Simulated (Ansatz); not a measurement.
Single points on the cluster Ta4Si3.

```yaml
crystal:
  periodic: [false, false, false]
  atoms:
    - {symbol: Ta, position_ang: [-1.598151, 1.507358, -0.796898]}
    - {symbol: Ta, position_ang: [-1.745784, -0.886782, -1.722036]}
    - {symbol: Ta, position_ang: [0.655174, 0.024690, -1.110675]}
    - {symbol: Ta, position_ang: [-0.859717, -0.603270, 0.748418]}
    - {symbol: Si, position_ang: [1.847739, 0.065976, 1.533539]}
    - {symbol: Si, position_ang: [0.274072, 1.815463, 0.835623]}
    - {symbol: Si, position_ang: [1.426657, -1.923445, 0.512038]}
basis:
  gaussian: {orbitals: def2-TZVP, initial_orbitals: start.molden}
hamiltonian: {xc: pbe, dispersion: d4}
scf: {omitted_lower_state_checks: [starts]}
output: {forces: true, orbitals: {seedname: orbitals}}
```

The file start.molden holds the orbitals of an earlier run on this structure, at another level or in another basis.

```sh
$ ansatz run in.yaml --threads 4 --pin off --events-out ev --progress --plain --max-ram 4787MiB
```

Output, abridged:

```
Functional definition: PBE
2104 factors; their error is unknown
mean field evaluation 1: about -29829.1384 eV, gradient 1.3e1 eV
mean field evaluation 2: about -29829.3926 eV, gradient 4.4e-1 eV
mean field evaluation 4: about -29829.3592 eV, gradient 8.3e-2 eV
mean field evaluation 8: about -29829.3593 eV, gradient 2.5e-5 eV
mean field -29829.35925216 eV, -1096.2087334508 hartree, gradient 8.4e-6 eV, S^2 0.000000; 0 other end points of the search recorded, 0 dependent functions left out
reference -29829.35929156 eV, -1096.2087348989 hartree; 47, 47 occupied and 224, 224 virtual orbitals, 2104 factors
Total energy: -29829.81906807 eV, -1096.2256313740 hartree
Atom 0 at    -1.598151     1.507358    -0.796898 Å, force     0.178536    -0.158758     0.098792 eV/Å
Atom 1 at    -1.745784    -0.886782    -1.722036 Å, force     0.054387     0.091985     0.075466 eV/Å
Atom 2 at     0.655174     0.024690    -1.110675 Å, force    -0.099079    -0.002526     0.140006 eV/Å
Atom 3 at    -0.859717    -0.603270     0.748418 Å, force     0.104852     0.087999    -0.116221 eV/Å
Atom 4 at     1.847739     0.065976     1.533539 Å, force    -0.138704    -0.016693    -0.119763 eV/Å
Atom 5 at     0.274072     1.815463     0.835623 Å, force    -0.052051    -0.140237    -0.089185 eV/Å
Atom 6 at     1.426657    -1.923445     0.512038 Å, force    -0.047940     0.138230     0.010905 eV/Å
Dipole moment:    -1.103914     0.201293    -0.832345 e Å
Checks for a lower state left out: starts
```

Run time 9.5 s (4 threads of Arm Neoverse V2 on a shared host), peak host memory 0.59 GiB.

As the first input, with `gaussian: {orbitals: def2-SVP, initial_orbitals: start.molden}`, `correlation: {method: ccsd_t}`, `output: {orbitals: {seedname: orbitals}}` and without the key `hamiltonian` (abridged; 6.3 min):

```
Functional definition: HF
mean field evaluation 16: about -29697.1336 eV, gradient 2.8e1 eV
mean field evaluation 32: about -29698.0008 eV, gradient 2.0e1 eV
mean field evaluation 64: about -29701.2548 eV, gradient 1.5e1 eV
mean field -29704.07863427 eV, -1091.6047556619 hartree, gradient 4.1e-6 eV, S^2 0.000000; 1 other end points of the search recorded, 0 dependent functions left out; unrestricted orbitals would lower it
mean field evaluation 96: about -29704.5146 eV, gradient 2.7e0 eV
mean field evaluation 128: about -29704.0133 eV, gradient 4.6e-1 eV
mean field evaluation 160: about -29704.0747 eV, gradient 1.2e-1 eV
mean field evaluation 192: about -29705.8876 eV, gradient 3.0e-1 eV
mean field evaluation 224: about -29704.0434 eV, gradient 4.0e-1 eV
determinant -29704.07863427 eV, -1091.6047556619 hartree, with singles and doubles -29745.36595416 eV, -1093.1220366824 hartree
determinant -29701.30267633 eV, -1091.5027410892 hartree, with singles and doubles -29742.69623428 eV, -1093.0239262860 hartree
unrestricted determinant -29705.89379811 eV, -1091.6714617024 hartree, S^2 3.4107
15 core orbitals not correlated: weight in the atoms' cores, before any rotation towards them, 1.000 or more for the frozen orbitals, at most 0.000 for the correlated occupied ones
[...]
cycle   6  -41.40042445 eV  change   -2.5e-3 eV  update   4.7e-3
cycle   7  -41.40390423 eV  change   -3.5e-3 eV  update   3.4e-3
cycle   8  -41.39505274 eV  change    8.9e-3 eV  update   2.1e-3
cycle   9  -41.39647079 eV  change   -1.4e-3 eV  update   1.3e-3
cycle  10  -41.39656235 eV  change   -9.2e-5 eV  update   1.0e-3
cycle  11  -41.39851566 eV  change   -2.0e-3 eV  update   6.4e-4
cycle  12  -41.39814013 eV  change    3.8e-4 eV  update   4.6e-4
cycle  13  -41.39852288 eV  change   -3.8e-4 eV  update   3.1e-4
cycle  14  -41.39862661 eV  change   -1.0e-4 eV  update   2.6e-4
cycle  15  -41.39822988 eV  change    4.0e-4 eV  update   1.8e-4
cycle  16  -41.39814295 eV  change    8.7e-5 eV  update   1.4e-4
cycle  17  -41.39827347 eV  change   -1.3e-4 eV  update   1.0e-4
cycle  18  -41.39820284 eV  change    7.1e-5 eV  update   8.7e-5
cycle  19  -41.39831060 eV  change   -1.1e-4 eV  update   7.4e-5
cycle  20  -41.39836498 eV  change   -5.4e-5 eV  update   6.2e-5
perturbative correction -4.58705084 eV, -0.1685710090 hartree
Total energy: -29750.06405009 eV, -1093.2946885229 hartree
Checks for a lower state left out: starts
```

First input, but with `hamiltonian: {xc: hse06, dispersion: d4}`, `output: {orbitals: {seedname: orbitals}}` (abridged; 17 s):

```
Functional definition: HSE06
mean field -29824.21262278 eV, -1096.0195983099 hartree, gradient 5.6e-6 eV, S^2 0.000000
Total energy: -29824.60932835 eV, -1096.0341769707 hartree
Checks for a lower state left out: starts
```

First input, but with `hamiltonian: {xc: {name: LC-wPBE}}`, `output: {orbitals: {seedname: orbitals}}` (abridged; 46 s):

```
Functional definition: LC-wPBE
mean field -29824.08173901 eV, -1096.0147884199 hartree, gradient 5.2e-6 eV, S^2 0.000000
Total energy: -29824.08173901 eV, -1096.0147884201 hartree
Checks for a lower state left out: starts
```

As the first input, with `hamiltonian: {xc: pbe0, dispersion: d4}`, `output: {orbitals: {seedname: orbitals}}` (abridged; 38 s):

```
Functional definition: PBE0
mean field evaluation 16: about -29824.6463 eV, gradient 2.4e-5 eV
mean field -29824.64631909 eV, -1096.0355363551 hartree, gradient 1.4e-5 eV, S^2 0.000000
Total energy: -29825.04680154 eV, -1096.0502538139 hartree
Checks for a lower state left out: starts
```

As the first input, with `hamiltonian: {xc: r2scan, dispersion: d4}`, `output: {orbitals: {seedname: orbitals}}` (abridged; 20 s):

```
Functional definition: r2SCAN
mean field -29837.19325797 eV, -1096.4966278543 hartree, gradient 1.0e-5 eV, S^2 0.000000
Total energy: -29837.27594176 eV, -1096.4996664276 hartree
Checks for a lower state left out: starts
```

Geometry: PBE-D4/def2-SVP.

In the def2 sets Ta takes a core potential; there is no spin–orbit coupling. LC-ωPBE has ω = 0.4 bohr⁻¹. HSE06 is defined as in plane-wave codes, on full-range PBE exchange. Correlated methods freeze 15 core orbitals; core or outer-core shells of Ta are correlated, in sets that lack core-valence functions. The restricted singlet is unstable towards broken spin symmetry in Hartree–Fock (as tested in another run); at PBE-D4/def2-TZVP, HSE06-D4/def2-TZVP, LC-ωPBE/def2-TZVP, PBE0-D4/def2-TZVP and others this wasn't settled. At CCSD(T)/def2-SVP T1 of the charge 0 singlet is large (up to 0.064), so the single-reference result is doubtful. At CCSD(T)/def2-SVP the restricted singlet (for correlated methods, its reference) is unstable: a solution with broken spin symmetry lies lower. No other spin state of charge 0 was run. Another isomer (triplet) lies 1.49 eV lower at PBE0-D4/def2-TZVP; other spin states weren't run for this one.
